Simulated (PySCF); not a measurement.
**Fractional electron number in Gd (gadolinium, neutral)**

The 6s beta orbital of [Xe] 4f7 5d1 6s2 is emptied in steps (occupation f), with all orbitals relaxed, ending at [Xe] 4f7 5d1 6s1. All numbers are calculated (PySCF 2.14, a scalar-relativistic core potential, in def2-TZVP with the def2 core potential (28 electrons)). The exact energy is a straight line in f; departures are measured from the line between the end points of the same method.

```tsv
f	UHF (eV)
1	0.000
0.75	0.030
0.5	0.038
0.25	0.027
0	0.000
```

**Question.** For UHF, how does the orbital energy at f = 1 compare with the removal energy?

**Answer.** −ε = 5.141 eV against a total-energy difference of 4.967 eV. By Janak's theorem ε = ∂E/∂f, so the gap between them reflects the curvature. Along the path −ε is 5.039 (f = 0.75), 4.958 (f = 0.5), 4.891 (f = 0.25) eV.

Reference removal energy between the ground levels: 6.150 eV (measured; NIST Atomic Spectra Database, ionization energies). The calculation has no spin-orbit coupling. UHF lacks correlation.
